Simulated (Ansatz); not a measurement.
Reaction (ligand exchange at the Si–C bond): `C=NC[SiH3]` + `S[CH2][GeH3]` → `[SiH3]S[CH2][GeH3]` + `C=NC`

Program: Ansatz. Geometries: PBE0-D4/def2-TZVP. ΔE: electronic, gas phase. CBS: MP2 limit from def2 TZ/QZ plus the TZ coupled-cluster correction, frozen cores. Functionals use def2-TZVPP. B3LYP here is the variant with VWN-RPA as its local correlation; programs differ in this. HSE06 is defined as in plane-wave codes. For Ge outer-core shells are correlated without core-valence functions, which leaves a few kJ/mol of doubt a bond. Scalar relativity is left out up to krypton. Each species was taken in one conformer, which may not be the lowest.

```
             level  ΔE (kcal/mol)  difference from CCSD(T)/CBS
       LDA (SPW92)          -14.0                          1.7
            PBE-D4          -15.4                          0.3
         revPBE-D4          -15.5                          0.2
         r2SCAN-D4          -15.8                         -0.1
            B97M-V          -15.9                         -0.2
           PBE0-D4          -15.8                         -0.1
          B3LYP-D4          -15.3                          0.4
        r2SCANh-D4          -15.9                         -0.2
        r2SCAN0-D4          -16.0                         -0.3
          HSE06-D4          -15.8                         -0.1
          BHLYP-D4          -15.9                         -0.2
      CAM-B3LYP-D4          -14.8                          0.9
           ωB97X-V          -15.2                          0.5
           ωB97M-V          -15.0                          0.7
            B2PLYP          -15.4                          0.3
          PBE-QIDH          -16.0                         -0.3
               PBE          -15.2                          0.5
            revPBE          -15.4                          0.3
              BLYP          -14.6                          1.1
            r2SCAN          -15.7                          0.0
              PBE0          -15.6                          0.1
             B3LYP          -15.0                          0.7
           r2SCANh          -15.8                         -0.1
           r2SCAN0          -15.9                         -0.2
             HSE06          -15.6                          0.1
           LC-ωPBE          -15.2                          0.5
RPA@PBE/def2-TZVPP          -14.4                          1.3
       HF/def2-SVP          -15.4                          0.3
      MP2/def2-SVP          -14.5                          1.2
  CCSD(T)/def2-SVP          -13.9                          1.8
     HF/def2-TZVPP          -16.1                         -0.4
    MP2/def2-TZVPP          -15.9                         -0.2
SCS-MP2/def2-TZVPP          -15.6                          0.1
   CCSD/def2-TZVPP          -15.0                          0.7
CCSD(T)/def2-TZVPP          -15.1                          0.6
     HF/def2-QZVPP          -16.0                         -0.3
SCS-MP2/def2-QZVPP          -16.0                         -0.3
      HF/CBS(def2)          -16.0                         -0.3
     MP2/CBS(def2)          -16.5                         -0.8
    CCSD/CBS(def2)          -15.6                          0.1
       CCSD(T)/CBS          -15.7                            0
```

Question: What do rigid-rotor, harmonic-oscillator terms from PBE0-D4/def2-TZVP frequencies (298.15 K, 1 bar) make of the CCSD(T)/CBS value? (Estimate.)

Answer: Computed: ΔZPE = +1.6 kcal/mol, ΔH = -13.9 kcal/mol, ΔS = 7 J/(mol·K), ΔG = -14.4 kcal/mol. Modes under 50 cm⁻¹ make the entropy rough.

Largest T1 diagnostic among the species: 0.012.

Leaving LDA and LC-ωPBE aside and taking each functional with its dispersion term where it has one, the values spread over 1.2 kcal/mol, from r2SCAN0-D4 to CAM-B3LYP-D4. LDA lies +1.1 kcal/mol from PBE without D4. From BLYP to BHLYP (50 % exact exchange), in def2-TZVPP and without D4, ΔE moves by −0.8 kcal/mol.
